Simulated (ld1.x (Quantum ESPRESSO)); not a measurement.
Which change was made? (W, TM)

| Item | Value |
| --- | --- |
| Element | W |
| Generator | ld1.x (Quantum ESPRESSO) 7.5 |
| Type | norm-conserving Troullier–Martins (Kleinman–Bylander form) |
| Functional | PBE |
| Relativity | fully relativistic |
| Frozen core | [Xe] 4f14 |
| Valence charge | 6 |
| Reference configuration | 5d5 6s1 6p0 |
| Partial waves | 6p (bound, empty): rc 3.60 bohr; 5d (bound): rc 2.35 bohr; 6s (bound): rc 2.20 bohr |
| Local potential | the s channel |
| Core correction | none |

Open shells are filled in proportion to 2j + 1 (rel_dist='average').

Cutoffs, loose and tight: the cutoffs (Ry, on a coarse ladder) from which the occupation-weighted sum of valence levels, in a spherical-Bessel basis at the reference potential, stays within 10 and 1 mRy of its value at 400 Ry. They do not see the model core or the augmentation charge, which bear on the density cutoff. Test errors are all-electron minus pseudo excitation energies from the reference, over the configurations 5d4 6s2 6p0; 5d4 6s1 6p0; 5d4 6s0 6p0; 5d3 6s0 6p0; 5d4 6s1 6p1; 5d3 6s2 6p1; 5d4 6s0 6p1; variants that change the core or the reference have their own tests.

The base gives: outcome: generated; cutoff, loose: 30 Ry; cutoff, tight: 35 Ry; bound ghosts: none; largest test error (meV): -94.

Question: After one change the result is: outcome: generated, misses its reference levels by 4.69 eV; bound ghosts: not determined; largest test error (meV): 7 of 7 tests not solved or not reliable. Which change was it?
A. wave 6s (bound): rc 2.20 bohr becomes 6s (bound): rc 1.44 bohr
B. wave 6s (bound): rc 2.20 bohr becomes 6s (bound): rc 2.70 bohr
C. wave 6s (bound): rc 2.20 bohr becomes 6s (bound): rc 2.06 bohr
D. wave 6s (bound): rc 2.20 bohr becomes 6s (bound): rc 1.72 bohr

Answer: A. The others give: wave 6s (bound): rc 2.20 bohr becomes 6s (bound): rc 1.72 bohr → outcome: generated; cutoff, loose: 35 Ry; cutoff, tight: 80 Ry; bound ghosts: p1/2; largest test error (meV): +1830 | wave 6s (bound): rc 2.20 bohr becomes 6s (bound): rc 2.06 bohr → outcome: generated; cutoff, loose: 30 Ry; cutoff, tight: 35 Ry; bound ghosts: none; largest test error (meV): -36 | wave 6s (bound): rc 2.20 bohr becomes 6s (bound): rc 2.70 bohr → outcome: generated; cutoff, loose: 30 Ry; cutoff, tight: 35 Ry; bound ghosts: none; largest test error (meV): -128.
